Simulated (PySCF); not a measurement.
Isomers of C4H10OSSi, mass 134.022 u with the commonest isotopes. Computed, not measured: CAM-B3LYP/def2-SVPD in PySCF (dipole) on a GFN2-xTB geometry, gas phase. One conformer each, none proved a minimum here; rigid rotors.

Question: Order these by rotational constant C, smallest first.
A. `[CH2:1]=[CH:2][CH2:3][O:4][CH2:5][S:6][SiH3:7]` with C1–C2–C3–O4 138°, C2–C3–O4–C5 177°, C3–O4–C5–S6 -169°, O4–C5–S6–Si7 24°
B. `[CH2:1]=[CH:2][CH2:3][O:4][SiH2:5][S:6][CH3:7]` with C1–C2–C3–O4 5°, C2–C3–O4–Si5 87°, C3–O4–Si5–S6 -167°, O4–Si5–S6–C7 -33°
C. `[CH2:1]=[CH:2][Si@@H:3]([SH:4])[O:5][CH2:6][CH3:7]` with C1–C2–Si3–S4 61°, C2–Si3–S4–H 55°, C2–Si3–O5–C6 -170°, Si3–O5–C6–C7 156°

Answer: A (724.6 MHz), C (814.7 MHz), B (903.8 MHz).

Question: Order these by out-of-plane moment Σ m c² = (Ia + Ib − Ic)/2, smallest first.
A. `[CH2:1]=[CH:2][CH2:3][O:4][CH2:5][S:6][SiH3:7]` with C1–C2–C3–O4 138°, C2–C3–O4–C5 177°, C3–O4–C5–S6 -169°, O4–C5–S6–Si7 24°
B. `[CH2:1]=[CH:2][Si@@H:3]([SH:4])[O:5][CH2:6][CH3:7]` with C1–C2–Si3–S4 61°, C2–Si3–S4–H 55°, C2–Si3–O5–C6 -170°, Si3–O5–C6–C7 156°
C. `[CH2:1]=[CH:2][CH2:3][O:4][SiH2:5][S:6][CH3:7]` with C1–C2–C3–O4 5°, C2–C3–O4–Si5 87°, C3–O4–Si5–S6 -167°, O4–Si5–S6–C7 -33°

Answer: A (13.05 u·Å²), B (31.72 u·Å²), C (74.57 u·Å²).

Question: Order these by radius of gyration √(Σ m r²/M), smallest first.
A. `[CH2:1]=[CH:2][Si@@H:3]([SH:4])[O:5][CH2:6][CH3:7]` with C1–C2–Si3–S4 61°, C2–Si3–S4–H 55°, C2–Si3–O5–C6 -170°, Si3–O5–C6–C7 156°
B. `[CH2:1]=[CH:2][CH2:3][O:4][CH2:5][S:6][SiH3:7]` with C1–C2–C3–O4 138°, C2–C3–O4–C5 177°, C3–O4–C5–S6 -169°, O4–C5–S6–Si7 24°
C. `[CH2:1]=[CH:2][CH2:3][O:4][SiH2:5][S:6][CH3:7]` with C1–C2–C3–O4 5°, C2–C3–O4–Si5 87°, C3–O4–Si5–S6 -167°, O4–Si5–S6–C7 -33°

Answer: C (2.175 Å), A (2.206 Å), B (2.302 Å).

| SMILES | point group | Ia (u·Å²) | Ib (u·Å²) | Ic (u·Å²) | κ | μa (D) | μb (D) | μc (D) |
| --- | --- | --- | --- | --- | --- | --- | --- | --- |
| C=C[Si@@H](S)OCC | C1 | 217.69 | 466.09 | 620.36 | -0.64 | 0.69 | 0.98 | 0.23 |
| C=CCOCS[SiH3] | C1 | 140.24 | 583.31 | 697.46 | -0.90 | 2.72 | 0.69 | 0.93 |
| C=CCO[SiH2]SC | C1 | 153.33 | 554.99 | 559.19 | -0.99 | 1.92 | 0.51 | 1.43 |
